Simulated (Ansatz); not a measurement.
Gas-phase electronic energies from Ansatz, PBE0-D4/def2-TZVP geometries. CCSD(T)/CBS is the MP2 limit (def2-TZVPP, def2-QZVPP) plus CCSD(T) − MP2 in def2-TZVPP, frozen cores. This one scheme is used for every species. DFT in def2-TZVPP. For Br outer-core shells are correlated without core-valence functions, which leaves a few kJ/mol of doubt a bond. Scalar relativity is left out up to krypton. One conformer a species, not always the lowest.

Consider the substitution at a C–Si bond: `C=C[SiH](Br)C=C` + `OCO` → `C=COCO` + `C=C[SiH2]Br`.

CCSD(T)/CBS gives +16.7 kcal/mol.

(1) Another level gave +17.0 kcal/mol. Which?
A. MP2/def2-TZVPP
B. CCSD/def2-TZVPP
C. B2PLYP/def2-TZVPP
D. HF/def2-TZVPP

Largest T1 diagnostic among the species: 0.012.

Answers

(1) A. MP2/def2-TZVPP 17.0, CCSD/def2-TZVPP 15.7, HF/def2-TZVPP 13.3, B2PLYP 14.4 kcal/mol.

From PBE to PBE0 (25 % exact exchange), in def2-TZVPP and without D4, ΔE moves by +0.8 kcal/mol. In def2-TZVPP, CCSD(T) changes the Hartree–Fock value by +2.5 kcal/mol (the triples alone add +0.1 kcal/mol) and MP2 by +3.7 kcal/mol.
